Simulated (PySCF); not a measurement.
## Ar+ (argon, charge +1) across methods

[Ne] 3s2 3p5, 2P determinant. Computed with PySCF 2.14 in dyall-av3z (19s12p3d2f, 84 functions), with the non-relativistic Hamiltonian (point nucleus).

```
 method  E (hartree)  mean ε 3s β (eV)  mean ε 3p α (eV)  mean ε 3p β (eV)  Σ⟨r²⟩ (bohr²)   ⟨S²⟩
   PBE0    -526.8100           -38.246           -24.515           -23.337          20.09  0.754
    PBE    -526.7682           -35.673           -22.633           -21.543          20.14  0.753
    LDA    -525.3580           -35.756           -22.681           -21.594          20.19  0.751
    UHF   -526.28203           -44.726           -29.147           -27.623          20.18  0.759
  TPSSh    -526.9863           -37.063           -23.557           -22.432          20.06  0.754
LC-wPBE    -526.8392           -41.377           -27.544           -26.422          20.07  0.753
   PW91    -526.9583           -35.741           -22.698           -21.620          20.14  0.753
  HSE06    -526.8295           -37.828           -24.091           -22.919          20.09  0.754
```

**Question.** Estimate the same row for r2SCAN.

**Answer.** E (hartree) = -526.9372; mean ε 3s β (eV) = -36.370; mean ε 3p α (eV) = -23.220; mean ε 3p β (eV) = -21.987; Σ⟨r²⟩ (bohr²) = 20.06; ⟨S²⟩ = 0.755.
